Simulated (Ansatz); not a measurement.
Correlation energies of CH7ClOSi2, SMILES `C[SiH2]O[SiH2]Cl` by basis set

Z-matrix (Å, degrees):
```
C
Si 1 1.856
H 1 1.092 2 110.9
H 1 1.092 2 110.8 3 120.4
H 1 1.094 2 110.2 3 -119.8
O 2 1.650 1 110.5 3 -59.0
H 2 1.488 1 110.7 3 -179.5
H 2 1.484 1 111.3 3 59.1
Si 6 1.616 2 144.9 1 -78.0
Cl 9 2.058 6 110.3 2 44.9
H 9 1.479 6 110.9 2 -73.2
H 9 1.476 6 109.0 2 162.8
```

Total charge 0; spin multiplicity 1. The structure was optimised at the PBE0-D4/def2-TZVP level. It is one conformer, not always the lowest. Frozen core, restricted reference, Ansatz. CBS rows extrapolate triple and quadruple zeta; past MP2 they add the triple-zeta difference.

```json
{"basis": "def2-SVP", "HF (Eh)": "-1153.91141", "MP2 corr.": "-0.65259", "CCSD corr.": "-0.71525", "(T)": "-0.01636", "CCSD(T) total": "-1154.64302"}
{"basis": "def2-TZVPP", "HF (Eh)": "-1154.42829", "MP2 corr.": "-0.84534", "CCSD corr.": "-0.90619", "(T)": "-0.03332", "CCSD(T) total": "-1155.36780"}
{"basis": "def2-QZVPP", "HF (Eh)": "-1154.46588", "MP2 corr.": "-0.91468", "CCSD corr.": "–", "(T)": "–", "CCSD(T) total": "–"}
{"basis": "CBS(def2)", "HF (Eh)": "-1154.47106", "MP2 corr.": "-0.96604", "CCSD corr.": "-1.02688", "(T)": "as TZ", "CCSD(T) total": "-1155.53126"}
```
